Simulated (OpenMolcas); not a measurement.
Fe3+ among 6 point charges of -2.2 e arranged as a trigonal prism (D3h), 1.89 Å from the ion, with a polar angle of 50.1° against the regular 49.1°.

```yaml
Program: OpenMolcas 26.06
Method: CASSCF
Basis: ANO-RCC-VDZP [5s4p2d1f]
Scalar_Hamiltonian: DKH2, point nucleus
Active_space: 5 electrons in 5 orbitals (3d)
State_averaging: 2S+1 = 6 even, 1 root; 2S+1 = 4 even, 24 roots; 2S+1 = 2 even, 75 roots
Spin-orbit_coupling: RASSI with atomic mean-field integrals over the reference wave functions
```

(1) What is the spin-free ground state (labels of D3, the rotations of D3h)?

(2) What are the lowest two levels with spin-orbit coupling?

(3) What is χT at 300 K, and how does it compare with the textbook value?

Answers

(1) 6A1, 1-fold in its orbital part, 100 % from free-ion S terms; it has the highest spin that d5 allows.

(2) A 2-fold level E1/2 with g = 0.00, 0.00, 10.01, then a 2-fold level E3/2 0.5 cm-1 above it. Their leading multiplicities are 6 (100 %) and 6 (100 %).

(3) The lowest level has 2S+1 = 6, for which the spin-only value is χT = S(S+1) / 2 = 4.375 cm3 K/mol (g = 2). The computed 4.386 at 300 K differs by +0.011, little more than the free-electron g of 2.0023 accounts for.

Without dynamic correlation the repulsion within the d shell is too large (B by tens of per cent), so at a given field states of lower spin stand too high. This is an electrostatic model: the charges have no orbitals. No measured value stands beside these numbers.
